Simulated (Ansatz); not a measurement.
Harmonic frequencies (cm⁻¹) at PBE0-D4/def2-TZVP from Ansatz: 2440.

Problem. Which molecule is it?
A. `N#C[Si](F)Cl`•
B. `[SeH]`•
C. `[O]B(F)F`•
D. `[O][Si](F)(F)Cl`•

Solution. B.
